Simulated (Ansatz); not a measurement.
`C[S][SnH]([F])[F]` + HCl → `C[S][SnH]([F])[Cl]` + H–F at 600 K and 1 bar (ligand exchange at the Sn–F bond).

Isolated molecules relaxed with PBE0-D4/def2-TZVP in Ansatz; ΔE leaves out vibrations. CCSD(T)/CBS is the MP2 limit (def2-TZVPP, def2-QZVPP) plus CCSD(T) − MP2 in def2-TZVPP, frozen cores. This one scheme is used for every species. Elements past krypton have def2 core potentials. For Sn outer-core shells are correlated without core-valence functions, which leaves a few kJ/mol of doubt a bond. One conformer a species, not always the lowest.

| species | CCSD(T)/CBS energy (Eh) | H − E (kJ/mol) | S (J/(mol·K)) |
| --- | --- | --- | --- |
| `C[S][SnH]([F])[F]` | -851.93361 | 195.0 | 480.1 |
| HCl | -460.38127 | 35.4 | 207.2 |
| `C[S][SnH]([F])[Cl]` | -1211.93328 | 194.3 | 489.0 |
| H–F | -100.39570 | 42.3 | 194.0 |

H − E and S are ideal-gas, rigid-rotor, harmonic terms from PBE0-D4/def2-TZVP, for one conformer and one mirror image of each species. 1 Eh = 2625.50 kJ/mol, R = 8.31446 J/(mol·K).

Problem. By hand: ΔE, ΔH, ΔS and ΔG.

Solution. ΔE = (-1211.93328) + (-100.39570) − (-851.93361) − (-460.38127) = -0.01410 Eh = -37.0 kJ/mol. Δ(H − E) = 194.3 + 42.3 − 195.0 − 35.4 = 6.2, so ΔH = -30.8 kJ/mol. ΔS = 489.0 + 194.0 − 480.1 − 207.2 = -4.3 J/(mol·K). ΔG = -30.8 − 600 × (-4.3)/1000 = -28.2 kJ/mol.

Problem. By hand: the equilibrium constant, and the temperature at which ΔG would vanish if ΔH and ΔS stayed fixed.

Solution. log₁₀ K = −ΔG/(RT ln 10) = 2.5. ΔG = 0 at ΔH/ΔS = 7163 K, far beyond where these terms or the molecules hold.

The number of gas molecules stays the same, so ΔS is small and ΔH decides. A doubt of 5 kJ/mol in ΔE shifts log₁₀ K by 0.4 here. Other conformers and mirror images would add mixing entropy, several J/(mol·K) or more a flexible species. Modes under 60 cm⁻¹, often nearly free rotors, make the harmonic entropy too high. These are equilibria of isolated gas molecules and say nothing of rates. Largest T1 diagnostic: 0.014 (customary marks: 0.02 for closed shells, 0.045 for open ones).
